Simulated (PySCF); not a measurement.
**Peak assignment**

Numbering as in the mapped SMILES `[OH:1][CH2:2][C:3]([F:4])([F:5])[C:6]([F:7])([F:8])[F:9]`; H(Xn) means a hydrogen on atom n.

Method: NMR shieldings at PBE0/pcSseg-1/GIAO, coordinates at the GFN2-xTB level, in PySCF 2.14.0 with density-fitted response routines (single conformer, non-relativistic, gas phase, one averaged value for each set of equivalent atoms).

Shifts are taken against calculated references (same method and geometry level): ¹³C (σref 186.93) and ¹H (σref 31.72) vs TMS.

(1) Assign these signals to the numbered atoms. ¹³C{¹H} NMR (computed): δ 128.6, 122.1, 66.6.

(2) Assign these signals to the numbered atoms. ¹H NMR (300 MHz, computed): δ 4.41 (m, 2H), 1.19 (br s, 1H).

## Answers

(1) 
```tsv
δ (ppm)	atoms	environment	reason
128.6	C6	CF3 carbon	3 electronegative neighbours deshield it
122.1	C3	fully substituted sp3 carbon bonded to 2 F	2 electronegative neighbours deshield it
66.6	C2	sp3 CH2 bonded to O	deshielded by the electronegative neighbour
```

(2) 
| δ (ppm) | atoms | environment | reason |
| --- | --- | --- | --- |
| 4.41 | H(C2) | hydrogen on an sp3 CH2 bonded to O | its carbon carries O, hence the downfield position |
| 1.19 | H(O1) | hydrogen on an alcohol oxygen | exchangeable; this is the value without hydrogen bonding to other molecules |

OH/NH shifts are gas-phase values; hydrogen bonding in solution moves them, usually downfield. Splittings by ¹⁹F in the carbon and heteronuclear signals aren't shown, as no couplings were computed. Shifts are as computed. Against solution values, carbons near 30 ppm lie about +3 ppm off and those near 130 ppm about +5 ppm. Of 1211 compounds with measured shifts, 218 miss one by over three times the rms of a fit or turn the order of signals round; such compounds aren't used in these exercises.
